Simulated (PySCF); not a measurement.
`[C@@H](C)(F)C[C@@H](F)C#N`, C5H7F2N

Cartesian coordinates in Å; atom numbers follow the order of the lines, from 1:
```xyz
15

C    -2.072   -0.731    0.436
C    -0.987    0.174   -0.122
F    -1.005    0.095   -1.506
C     0.409   -0.229    0.353
C     1.468    0.764   -0.136
F     1.294    1.976    0.503
C     2.805    0.261    0.134
N     3.847   -0.151    0.353
H    -2.122   -0.629    1.516
H    -3.033   -0.456    0.009
H    -1.862   -1.768    0.182
H    -1.187    1.226    0.118
H     0.425   -0.258    1.444
H     0.652   -1.221   -0.034
H     1.363    0.956   -1.214
```

Theory: TDDFT wB97X-D/def2-SVPD circular dichroism and optical rotation, one conformer, gas phase in PySCF. Geometry: GFN2-xTB.

The molecule is flexible and this is one conformer; a measurement averages over conformers.

Stereocentres: C2 S, C5 R.

(1) Give the optical rotatory dispersion at 633, 589.3, 546, 436, 405, 365, 355 nm.

(2) And for the mirror image at 589.3 nm?

(3) What is the molar rotation [Φ] = [α]·M/100 of the geometry above at 589.3 nm?

## Answers

(1) [α] in deg dm⁻¹ (g/mL)⁻¹:
```csv
λ (nm),origin-invariant length gauge,modified velocity gauge,length gauge (centre of mass),isotropic polarisability (au)
633,+61.2,+65.4,+61.6,66.3
589.3,+71.4,+76.2,+71.9,66.5
546,+84.3,+90.0,+84.9,66.7
436,+140.2,+149.2,+141.1,67.6
405,+166.8,+177.3,+167.8,68.0
365,+214.8,+227.9,+216.1,68.7
355,+230.3,+244.1,+231.7,68.9
```

(2) -71.4 deg dm⁻¹ (g/mL)⁻¹ (origin-invariant length gauge): the same size and the opposite sign.

(3) With M = 119.11 g/mol, +85.0 deg cm² dmol⁻¹ (origin-invariant length gauge).

The first excitation lies at 7.38 eV (168 nm) with R = +3.1 × 10⁻⁴⁰ esu² cm² (velocity form).
